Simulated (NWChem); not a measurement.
# C4H4F2; SMILES F/C(=C\F)C=C

```xyz
10

C     -0.0470     2.4595     0.0000
C     -0.6895     1.2707     0.0000
C     -0.0155    -0.0138     0.0000
F      1.3309     0.0059     0.0000
C     -0.6638    -1.2056     0.0000
F     -0.0129    -2.3723     0.0000
H      1.0521     2.5080     0.0000
H     -0.6049     3.4065     0.0000
H     -1.7913     1.2281     0.0000
H     -1.7616    -1.2852     0.0000
```
Atoms are numbered in this order, from 1.

Level: PBE-D3(BJ)/def2-SVP (NWChem), optimised geometry, unscaled harmonic frequencies. 

```json
[
 {"frequency (cm⁻¹)": "131", "IR intensity (km/mol)": "0.0"},
 {"frequency (cm⁻¹)": "189", "IR intensity (km/mol)": "0.8"},
 {"frequency (cm⁻¹)": "273", "IR intensity (km/mol)": "1.1"},
 {"frequency (cm⁻¹)": "285", "IR intensity (km/mol)": "0.2"},
 {"frequency (cm⁻¹)": "462", "IR intensity (km/mol)": "4.6"},
 {"frequency (cm⁻¹)": "505", "IR intensity (km/mol)": "3.4"},
 {"frequency (cm⁻¹)": "642", "IR intensity (km/mol)": "12.1"},
 {"frequency (cm⁻¹)": "700", "IR intensity (km/mol)": "1.1"},
 {"frequency (cm⁻¹)": "757", "IR intensity (km/mol)": "23.4"},
 {"frequency (cm⁻¹)": "878", "IR intensity (km/mol)": "29.1"},
 {"frequency (cm⁻¹)": "882", "IR intensity (km/mol)": "36.0"},
 {"frequency (cm⁻¹)": "971", "IR intensity (km/mol)": "15.1"},
 {"frequency (cm⁻¹)": "1004", "IR intensity (km/mol)": "18.8"},
 {"frequency (cm⁻¹)": "1168", "IR intensity (km/mol)": "156.3"},
 {"frequency (cm⁻¹)": "1204", "IR intensity (km/mol)": "27.2"},
 {"frequency (cm⁻¹)": "1270", "IR intensity (km/mol)": "9.2"},
 {"frequency (cm⁻¹)": "1340", "IR intensity (km/mol)": "39.6"},
 {"frequency (cm⁻¹)": "1398", "IR intensity (km/mol)": "23.1"},
 {"frequency (cm⁻¹)": "1637", "IR intensity (km/mol)": "11.4"},
 {"frequency (cm⁻¹)": "1704", "IR intensity (km/mol)": "78.4"},
 {"frequency (cm⁻¹)": "3094", "IR intensity (km/mol)": "0.6"},
 {"frequency (cm⁻¹)": "3107", "IR intensity (km/mol)": "2.0"},
 {"frequency (cm⁻¹)": "3146", "IR intensity (km/mol)": "7.3"},
 {"frequency (cm⁻¹)": "3200", "IR intensity (km/mol)": "1.6"}
]
```

```json
{
 "zero_point_energy": "42.8 kcal/mol",
 "thermal correction to the enthalpy at 298.15 K (with zero-point energy)": "47.2 kcal/mol",
 "heat capacity Cv": "21.0 cal/(mol K)",
 "entropy at 298.15 K and 1 atm (symmetry number 1)": "77.2 cal/(mol K)",
 "dipole_moment": "1.94 D"
}
```

Rigid rotor and harmonic oscillator.
